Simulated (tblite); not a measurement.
Run record: tight-binding relaxation, `c1(ccc(c(c1-c1c(cccc1F)C)C)[SiH3])F`.

Computed with GFN2-xTB geometry optimisation, gas phase (tblite 0.8.0). Start geometry: from a force field or distance geometry. The input is one job of a driver script: a line of settings, then coordinates in Å.

Input:
```
{"job": {"kind": "relax", "xc": "GFN2-xTB", "basis": "xTB"}, "charge": 0, "multiplicity": 1}
C     -1.610500    -0.368700    -1.829200
C     -2.021100    -0.144300    -0.424900
C     -3.291100    -0.508400     0.020400
C     -3.664100    -0.287600     1.344500
C     -2.787000     0.255100     2.272500
C     -1.529300     0.602500     1.824500
F     -0.601700     1.156100     2.664500
C     -1.126000     0.414900     0.519500
C      0.189900     0.756500     0.012000
C      0.413500     2.013700    -0.503500
F     -0.601300     2.895300    -0.535300
C      1.686800     2.288900    -0.971800
C      2.703700     1.375000    -0.925300
C      2.455500     0.123300    -0.414100
Si     3.760900    -1.174400    -0.316000
C      1.188800    -0.183400     0.073900
C      0.870500    -1.533900     0.644500
H     -0.789700     0.304600    -2.066400
H     -2.515300    -0.181100    -2.445000
H     -1.322800    -1.437300    -1.914700
H     -4.008900    -0.936300    -0.689900
H     -4.665500    -0.566600     1.704500
H     -3.100800     0.408600     3.296900
H      1.920800     3.269300    -1.396700
H      3.705200     1.624400    -1.306700
H      4.734000    -0.829900    -1.342100
H      3.114600    -2.470600    -0.623200
H      4.324000    -1.260600     1.038100
H      1.787800    -1.877500     1.197400
H      0.022100    -1.497100     1.338200
H      0.745100    -2.201000    -0.231900
```

Output:
```
step      E/eV     max force
  0   -1314.19556    1.995
  1   -1314.38086    0.756
  2   -1314.46836    0.716
  3   -1314.52851    0.414
  4   -1314.55321    0.313
  5   -1314.57751    0.297
  6   -1314.59689    0.273
  7   -1314.61349    0.277
  8   -1314.62381    0.240
  9   -1314.63139    0.172
... (230 lines left out)
240   -1314.74464    0.035
241   -1314.74478    0.041
242   -1314.74498    0.024
243   -1314.74514    0.020
244   -1314.74529    0.019
245   -1314.74538    0.018
246   -1314.74547    0.016
247   -1314.74554    0.012
248   -1314.74559    0.010
249   -1314.74562    0.010
```

«max force» is the largest atomic force in eV/Å.

**Question.** From which step on does the largest force stay under 0.1 eV/Å, and how much energy is left to gain from there?

**Answer.** From step 23 (0.086 eV/Å), 67.9 meV above the end.

Main results: energy lowered by 12.7 kcal/mol over 249 steps; largest atomic force 0.010 eV/Å at the end.

**Question.** How long does this job take on an Arm Neoverse V2 with one thread, no GPU (shared host)?

**Answer.** About 4.0 s.
Labels such as C1 count atoms from 1, the log's own numbers from 0.
